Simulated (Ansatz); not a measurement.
Method: B3LYP-D3(BJ)/def2-TZVP in Ansatz (a first-principles code). No frequencies were computed at this level.

Ansatz 0.2 input:
```yaml
crystal:
  periodic: [false, false, false]
  atoms:
    - { symbol: N, position_ang: [2.018553, 1.615482, -1.416639] }
    - { symbol: C, position_ang: [1.399214, 1.104036, -0.597725] }
    - { symbol: N, position_ang: [0.751169, 0.45798, 0.353356] }
    - { symbol: C, position_ang: [-0.069849, -0.677578, -0.01029] }
    - { symbol: N, position_ang: [-1.387058, -0.233358, -0.426872] }
    - { symbol: H, position_ang: [0.355091, 1.043983, 1.077559] }
    - { symbol: H, position_ang: [0.483305, -1.247675, -0.77529] }
    - { symbol: H, position_ang: [-0.189831, -1.303838, 0.88055] }
    - { symbol: H, position_ang: [-1.337611, 0.25543, -1.315357] }
    - { symbol: H, position_ang: [-2.022994, -1.014467, -0.526594] }
basis:
  gaussian: { orbitals: def2-tzvp }
hamiltonian:
  xc: b3lyp
  dispersion: d3bj
relax:
  max_steps: 150
```

Output:

```
Functional definition: B3LYP
1045 factors; their error is unknown
mean field evaluation 1: about -6615.9124 eV, gradient 7.7e1 eV
mean field evaluation 2: about -6604.3623 eV, gradient 1.0e2 eV
mean field evaluation 4: about -6627.0396 eV, gradient 9.1e0 eV
mean field evaluation 8: about -6627.1986 eV, gradient 1.9e-1 eV
mean field evaluation 16: about -6627.1962 eV, gradient 3.6e-4 eV
mean field -6627.19619984 eV, -243.5449682691 hartree, gradient 4.3e-5 eV, S^2 0.000000; 0 other end points of the search recorded, 0 dependent functions left out
reference -6627.19643251 eV, -243.5449768195 hartree; 19, 19 occupied and 166, 166 virtual orbitals, 1045 factors
relax step   1: F+E_penalty+E_count = -6627.50656737 eV  Δ(F+E_penalty+E_count) = +0.000e0 eV  max|allowed force component| = 9.005e-1 eV/Å  Δτ_max = 0.0000 Å  (30 SCF iters, accepted)
these checks for a lower state are left out or cut short: starts, cluster_reference, orbital_swaps, neighbouring_geometries, increment
1045 factors; their error is unknown
mean field -6627.21765379 eV, -243.5457566875 hartree, gradient 2.1e-5 eV, S^2 0.000000; 0 other end points of the search recorded, 0 dependent functions left out
reference -6627.21788696 eV, -243.5457652560 hartree; 19, 19 occupied and 166, 166 virtual orbitals, 1045 factors
relax step   2: F+E_penalty+E_count = -6627.52616532 eV  Δ(F+E_penalty+E_count) = -1.960e-2 eV  max|allowed force component| = 2.640e-1 eV/Å  Δτ_max = 0.0304 Å  (34 SCF iters, accepted)
these checks for a lower state are left out or cut short: starts, cluster_reference, orbital_swaps, neighbouring_geometries, increment
1045 factors; their error is unknown
mean field evaluation 32: about -6627.2221 eV, gradient 2.1e-5 eV
mean field -6627.22211551 eV, -243.5459206526 hartree, gradient 2.1e-5 eV, S^2 0.000000; 0 other end points of the search recorded, 0 dependent functions left out
reference -6627.22234886 eV, -243.5459292280 hartree; 19, 19 occupied and 166, 166 virtual orbitals, 1045 factors
relax step   3: F+E_penalty+E_count = -6627.53010276 eV  Δ(F+E_penalty+E_count) = -3.937e-3 eV  max|allowed force component| = 1.084e-1 eV/Å  Δτ_max = 0.0268 Å  (34 SCF iters, accepted)
these checks for a lower state are left out or cut short: starts, cluster_reference, orbital_swaps, neighbouring_geometries, increment
1045 factors; their error is unknown
mean field -6627.22475934 eV, -243.5460178116 hartree, gradient 2.2e-5 eV, S^2 0.000000; 0 other end points of the search recorded, 0 dependent functions left out
reference -6627.22499278 eV, -243.5460263902 hartree; 19, 19 occupied and 166, 166 virtual orbitals, 1045 factors
relax step   4: F+E_penalty+E_count = -6627.53264226 eV  Δ(F+E_penalty+E_count) = -2.540e-3 eV  max|allowed force component| = 7.211e-2 eV/Å  Δτ_max = 0.0391 Å  (33 SCF iters, accepted)
these checks for a lower state are left out or cut short: starts, cluster_reference, orbital_swaps, neighbouring_geometries, increment
1045 factors; their error is unknown
mean field -6627.22579202 eV, -243.5460557618 hartree, gradient 2.1e-5 eV, S^2 0.000000; 0 other end points of the search recorded, 0 dependent functions left out
reference -6627.22602552 eV, -243.5460643427 hartree; 19, 19 occupied and 166, 166 virtual orbitals, 1045 factors
relax step   5: F+E_penalty+E_count = -6627.53334665 eV  Δ(F+E_penalty+E_count) = -7.044e-4 eV  max|allowed force component| = 6.868e-2 eV/Å  Δτ_max = 0.0579 Å  (33 SCF iters, accepted)
these checks for a lower state are left out or cut short: starts, cluster_reference, orbital_swaps, neighbouring_geometries, increment
1045 factors; their error is unknown
mean field -6627.22609768 eV, -243.5460669947 hartree, gradient 2.2e-5 eV, S^2 0.000000; 0 other end points of the search recorded, 0 dependent functions left out
reference -6627.22633113 eV, -243.5460755738 hartree; 19, 19 occupied and 166, 166 virtual orbitals, 1045 factors
relax step   6: F+E_penalty+E_count = -6627.53393211 eV  Δ(F+E_penalty+E_count) = -5.855e-4 eV  max|allowed force component| = 3.049e-2 eV/Å  Δτ_max = 0.0122 Å  (33 SCF iters, accepted)
these checks for a lower state are left out or cut short: starts, cluster_reference, orbital_swaps, neighbouring_geometries, increment
1045 factors; their error is unknown
mean field -6627.22602753 eV, -243.5460644164 hartree, gradient 2.2e-5 eV, S^2 0.000000; 0 other end points of the search recorded, 0 dependent functions left out
reference -6627.22626091 eV, -243.5460729933 hartree; 19, 19 occupied and 166, 166 virtual orbitals, 1045 factors
relax step   7: F+E_penalty+E_count = -6627.53404529 eV  Δ(F+E_penalty+E_count) = -1.132e-4 eV  max|allowed force component| = 6.159e-3 eV/Å  Δτ_max = 0.0098 Å  (33 SCF iters, accepted)
1045 factors; their error is unknown
mean field evaluation 64: about -6627.2257 eV, gradient 5.0e-1 eV
mean field -6627.22602753 eV, -243.5460644164 hartree, gradient 2.2e-5 eV, S^2 0.000000; 1 other end points of the search recorded, 0 dependent functions left out
reference -6627.22626091 eV, -243.5460729933 hartree; 19, 19 occupied and 166, 166 virtual orbitals, 1045 factors
Total energy: -6627.53427868 eV, -243.5573924374 hartree
Atom 0 at     2.023693     1.650998    -1.408352 Å, force     0.001729     0.001450    -0.004484 eV/Å
Atom 1 at     1.429746     1.114284    -0.573779 Å, force    -0.003836    -0.002503     0.006159 eV/Å
Atom 2 at     0.781660     0.444090     0.384278 Å, force     0.002731     0.005230    -0.000066 eV/Å
Atom 3 at    -0.073285    -0.674731    -0.027379 Å, force    -0.001860    -0.004533    -0.003562 eV/Å
Atom 4 at    -1.379861    -0.217860    -0.456622 Å, force     0.003562     0.001006     0.003125 eV/Å
Atom 5 at     0.353553     1.040110     1.081901 Å, force    -0.000910    -0.000955     0.001372 eV/Å
Atom 6 at     0.497061    -1.225406    -0.781472 Å, force    -0.002845    -0.001262    -0.000206 eV/Å
Atom 7 at    -0.204576    -1.322642     0.838889 Å, force     0.001963     0.001310     0.001694 eV/Å
Atom 8 at    -1.361085     0.150491    -1.400085 Å, force     0.001725     0.002862    -0.004746 eV/Å
Atom 9 at    -2.066917    -0.959338    -0.414680 Å, force    -0.002260    -0.002605     0.000714 eV/Å
Dipole moment:    -0.695523    -0.626017     0.399540 e Å
```

Cost: roughly 29 core-seconds.
